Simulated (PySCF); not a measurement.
All values below come from PySCF with PBE-D3(BJ)/def2-TZVP // B3LYP-D3(BJ)/def2-TZVP. All species are isolated molecules in the gas phase. 

Reference species (SMILES): `[I][Al][I]` (neutral, multiplicity 2).

```
Quantity        Value
-------------  ------
dipole moment  0.96 D
```

Changed species: `[Al]([I])[CH3]` (radical fragment; the reference has radical fragment).

Q: Predict the effect on the dipole moment.

A: the dipole moment rises by 1.02 D, to 1.98 D.
